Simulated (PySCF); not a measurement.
## Property card for SiEt2Me2 (`CC[Si](C)(C)CC`)

Species: SiEt2Me2, C6H16Si.
Cartesian coordinates in Å at the PBE0-D3(BJ)/def2-SVP level; atoms count from 1:
```
atom  x, y, z in Å
Si1   -0.398   -0.181   -0.008
C2    -0.356   -0.118    1.883
C3     0.392    1.069    2.483
H4     0.086   -1.067    2.237
H5    -1.401   -0.131    2.243
H6     0.384    1.050    3.584
H7     1.447    1.086    2.168
H8    -0.053    2.028    2.172
C9     1.376   -0.273   -0.664
C10    1.502   -0.374   -2.181
H11    1.866   -1.138   -0.182
H12    1.920    0.616   -0.297
H13    2.554   -0.416   -2.508
H14    1.006   -1.277   -2.571
H15    1.041    0.490   -2.686
C16   -1.235    1.366   -0.686
H17   -2.255    1.477   -0.286
H18   -1.310    1.328   -1.785
H19   -0.668    2.272   -0.421
C20   -1.358   -1.711   -0.545
H21   -0.871   -2.630   -0.182
H22   -1.426   -1.779   -1.643
H23   -2.385   -1.695   -0.148
```

From PBE0-D3(BJ)/def2-SVP geometry optimisation, gas phase (PySCF):

* Point group: C1
* Rotational constants A, B, C: 2.317, 1.418, 1.253 GHz

PBE0/def2-SVPD ground state and vertical TDDFT (core frozen in the response) (PySCF):

- Dipole moment: 0.11 D
- HOMO energy: -7.69 eV
- LUMO energy: 0.53 eV
- HOMO–LUMO gap: 8.22 eV
- Lowest singlet excitation: 7.17 eV (173 nm, f = 0.007)
- Strongest line among the 10 lowest singlet transitions: S4 at 7.77 eV (160 nm, f = 0.056)
- Lowest triplet excitation (Tamm–Dancoff): 7.05 eV
- Static isotropic polarisability: 100.5 au
- Electronic spatial extent ⟨r²⟩ about the centre of nuclear charge: 1225 bohr²

From PBE0/pcSseg-1 ground state and GIAO shieldings, non-relativistic (PySCF):

- Lowest Hirshfeld atomic charge: -0.22 e on C16/C20
- Highest Hirshfeld atomic charge: +0.40 e on Si1
- 13C chemical shifts (computed TMS as zero) by class: 9.1 (C3/C10), 8.9 (C2/C9), -4.9 (C16/C20) ppm
- 1H chemical shifts (computed TMS as zero) by class: 0.94 (H6/H7/H8/H13/H14/H15), 0.37 (H4/H5/H11/H12), -0.03 (H17/H18/H19/H21/H22/H23) ppm
- Isotropic shieldings of nuclei other than C and H, by class: 348 (Si1) ppm
- Mayer bond orders between heavy atoms: Si1–C2 0.91, Si1–C9 0.91, Si1–C16 0.98, Si1–C20 0.98, C2–C3 1.06, C9–C10 1.06

delta-SCF UKS SCAN, pcX-2 on the ionised atom, pcseg-1 elsewhere, spin-free X2C; 2p3/2 from a spin–orbit splitting computed afterwards within the 2p shell (PySCF):

- Core binding energies: Si2p3/2 105.5 (Si1), C1s 289.7 (C2/C9), C1s 289.7 (C16/C20), C1s 290.4 (C3/C10), Si1s 1845.3 (Si1) eV

Monoisotopic mass from the formula: 116.1021 u.

No computed singlet falls in the visible range (750 to 380 nm, 1.65 to 3.26 eV); S1 lies 3.91 eV above its blue end. The rotational constants make it an asymmetric top with κ = (2B − A − C)/(A − C) = -0.69, nearer the prolate limit (−1). S1 lies 1.05 eV below the HOMO–LUMO gap; its leading configuration is HOMO→LUMO, weight 0.96. With B = h/(8π²I), that is 505.379 GHz u Å² over I, the principal moments of inertia are 218.1, 356.5 and 403.5 u Å² (most abundant isotopes); the inertial defect Ic − Ia − Ib is -171.1 u Å² (zero for a rigid planar frame, negative otherwise). In wavenumbers S1 is 57900 cm⁻¹ (1 eV = 8065.54 cm⁻¹). The largest Löwdin shares of the HOMO are 0.22 on C9, 0.21 on C2, 0.18 on Si1 and 0.08 on C10.

 NMR classes are plain means over equivalent atoms (diastereotopic ones count apart unless rotation or inversion swaps them), as if these changed places fast; in this geometry the members of some classes differ.

For the core-ionisation job (SCAN ΔSCF), hardware: an Intel Xeon Platinum 8488C with 2 threads, shared host. Cost: 56 s wall, 2.4 min CPU, 0.90 GiB resident at most.

One conformer stands for the species.
